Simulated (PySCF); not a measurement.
Isomers of CH2B2. All species are isolated molecules in the gas phase. Strings in code marks are SMILES.

Quantity: electronic energy of isomers of CH2B2 relative to `B=C=B`, in kJ/mol.

Case: `B1=CB1`. Geometry of `B1=CB1` (neutral, multiplicity 1, Å):

```xyz
5

B     -0.3582     1.0184    -1.1376
C     -0.8152    -0.0582    -0.4505
B      0.7710     0.2187    -0.5243
H     -1.3246    -0.8615     0.0506
H      1.7270    -0.3173    -0.0987
```

Question: What is the computed electronic energy of isomers of CH2B2 relative to `B=C=B` (B3LYP-D3(BJ)/def2-TZVP (PySCF))?

Answer: 112.6 kJ/mol.
